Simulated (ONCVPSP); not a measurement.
## Zn (Z = 30): excitation energies, all-electron against ONCV

ONCVPSP 4.0.1 input, shortened (lines: element, Z, core and valence counts, functional; n l f; lmax; l rc ep ncon nbas qcut; lloc lpopt rc5 dvloc0; l nproj debl; icmod fcfact rcfact), PBEsol, scalar-relativistic:

```
  Zn 30.00    5    2  -116133      upf
    1    0    2.00
    2    0    2.00
    2    1    6.00
    3    0    2.00
    3    1    6.00
    3    2   10.00
    4    0    2.00
    2
    0    1.60    0.00    4    7    4.80
    1    1.45    0.21    4    7    5.60
    2    0.80    0.00    4    8   15.30
    4    5    0.55    3.00
    0    2    3.80
    1    2    1.50
    2    3    3.90
    3    5.50    1.25
```

Energies are relative to the spin-unpolarised reference configuration 3d10 4s2; without spin polarisation the order of configurations can differ from experiment.

```
valence configuration  charge  ΔE all-electron (eV)  error AE − PS (meV)
             3d10 4s1      +1                 9.900                 -7.2
             3d10 4s0      +2                28.249                  -22
              3d9 4s0      +3                68.758                  +45
          3d9 4s2 4p1       0                12.283                 -177
```

Note: ghosts flagged at negative energy: s at -96.6 eV, p at -540.4 eV, p at -68.1 eV; GHOST(+) flagged for s at 330.6 eV. A true bound ghost makes a file unfit for plane-wave use.
